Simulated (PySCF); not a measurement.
Arsenic: a sound run and one with changed settings

Sound run: As⁺ [Ar] 3d10 4s2 4p2, As²⁺ [Ar] 3d10 4s2 4p1. Computed with PySCF 2.14 in def2-SVP, with the non-relativistic Hamiltonian (point nucleus). In the sound run the correlated levels freeze [Ar] 3d10. The sound run starts from symmetry-adapted Hartree-Fock orbitals and uses a fine grid where one is needed.

Changed run: a valence shell is frozen. This setting is unsound on purpose.

| species | method | sound run (hartree) | changed run (hartree) | converged |
| --- | --- | --- | --- | --- |
| As⁺ | MP2 | -2233.61327 | -2233.57360 | yes |
| As⁺ | CCSD(T) | -2233.63096 | -2233.57550 | yes |

Ionisation energy of As⁺:

```csv
method,sound run (eV),changed run (eV)
UHF,18.007,18.007
MP2,18.267,18.128
SCS-MP2,18.200,18.048
CCSD,18.290,18.180
CCSD(T),18.298,18.180
CCSDT,n/a,18.180
FCI,n/a,18.180
```

Freezing a valence shell removes pair correlation that changes on ionisation.

For comparison, NIST gives 18.589 eV between the lowest levels.
